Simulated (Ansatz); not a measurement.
In6P7H20⁺, a cluster cut from zinc blende InP (hydrogen-capped). The state is a singlet with charge 1. Geometry PBE-D4/def2-SVP.

Cartesian coordinates in Å:
```
P -0.215 -2.184 -3.021
P -1.884 1.417 3.586
P -1.149 1.475 -1.642
P -1.540 -1.476 0.889
P 2.367 -2.482 -0.117
P 1.381 1.289 1.331
P 2.640 0.519 -2.590
In -3.490 -0.159 2.196
In -2.070 -0.978 -1.548
In 2.366 -2.071 -2.683
In -0.041 3.105 2.717
In 1.296 2.208 -1.039
In 0.884 -1.205 1.696
H -0.470 -1.957 -4.412
H -0.533 -3.580 -3.004
H -1.333 0.663 4.673
H -2.770 2.230 4.366
H -1.586 2.128 -2.837
H -1.965 2.188 -0.707
H -1.805 -2.879 1.010
H 2.186 -3.891 0.053
H 3.738 -2.422 0.289
H 2.758 1.440 1.699
H 2.644 0.992 -3.942
H 4.027 0.739 -2.316
H -4.081 0.857 0.912
H -4.250 -1.300 3.243
H -3.615 -1.214 -2.278
H 3.386 -2.981 -3.731
H -0.817 3.947 1.406
H 0.952 3.624 4.029
H 1.708 3.826 -1.473
H 1.280 -1.870 3.244
```

In the def2 sets In takes a core potential, while STO-3G treats all electrons; there is no spin–orbit coupling. Single mean-field runs in def2-TZVP are fitted with def2-universal-jkfit.

Question: Estimate the orbital energies around the gap (eV) in Ansatz with HF/STO-3G, PBE-D4/def2-SVP, PBE-D4/def2-TZVP, B97M-V/def2-TZVP, CAM-B3LYP-D4/def2-TZVP.

Answer: 
```
orbital  HF/STO-3G  PBE-D4/def2-SVP  PBE-D4/def2-TZVP  B97M-V/def2-TZVP  CAM-B3LYP-D4/def2-TZVP
 HOMO−9     -11.52           -10.09            -10.09            -10.45                  -12.38
 HOMO−8     -11.41            -9.96             -9.99            -10.35                  -12.32
 HOMO−7     -11.12            -9.86             -9.86            -10.20                  -12.10
 HOMO−6     -11.07            -9.71             -9.74            -10.11                  -12.03
 HOMO−5     -10.95            -9.58             -9.62             -9.99                  -11.95
 HOMO−4     -10.43            -9.39             -9.46             -9.83                  -11.78
 HOMO−3     -10.32            -9.27             -9.34             -9.71                  -11.62
 HOMO−2      -9.63            -9.11             -9.14             -9.47                  -11.20
 HOMO−1      -9.62            -9.05             -9.08             -9.44                  -11.18
   HOMO      -9.46            -8.79             -8.84             -9.18                  -10.99
   LUMO       3.98            -5.00             -5.12             -5.05                   -3.42
 LUMO+1       4.02            -4.96             -5.06             -5.00                   -3.39
 LUMO+2       4.12            -4.95             -5.06             -4.96                   -3.36
 LUMO+3       4.53            -4.78             -4.92             -4.82                   -3.18
 LUMO+4       4.89            -4.55             -4.78             -4.68                   -3.08
 LUMO+5       5.04            -4.38             -4.63             -4.57                   -2.96
```
